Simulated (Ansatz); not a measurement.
Reaction (cleavage of the Si–B bond): `OB[SiH](O)F` + `O[SiH2]F` → `O[SiH](F)O[SiH2]F` + `BO`

Calculated with Ansatz (gas phase, PBE0-D4/def2-TZVP geometries, no zero-point term in ΔE). CCSD(T)/CBS is the MP2 limit (def2-TZVPP, def2-QZVPP) plus CCSD(T) − MP2 in def2-TZVPP, frozen cores. This one scheme is used for every species. Functionals use def2-TZVPP. Each species was taken in one conformer, which may not be the lowest.

```csv
species,revPBE-D4 energy (Eh)
`OB[SiH](O)F`,-567.17888
`O[SiH2]F`,-466.44717
`O[SiH](F)O[SiH2]F`,-931.75981
`BO`,-101.92124
```

Problem. Work out ΔE.

Solution. ΔE = (-931.75981) + (-101.92124) − (-567.17888) − (-466.44717) = -0.05500 Eh = -144.4 kJ/mol. CCSD(T)/CBS gives -169.1 kJ/mol.

Largest T1 diagnostic among the species: 0.014.

From r2SCAN to r2SCAN0 (25 % exact exchange), in def2-TZVPP and without D4, ΔE moves by −4.9 kJ/mol. At CCSD(T), def2-SVP lies +7.0 kJ/mol from the extrapolated value and def2-TZVPP −0.1 kJ/mol. Leaving LDA and LC-ωPBE aside and taking each functional with its dispersion term where it has one, the values, not all of them listed here, spread over 37.5 kJ/mol, from BHLYP-D4 to PBE-D4. LDA lies −6.4 kJ/mol from PBE without D4.
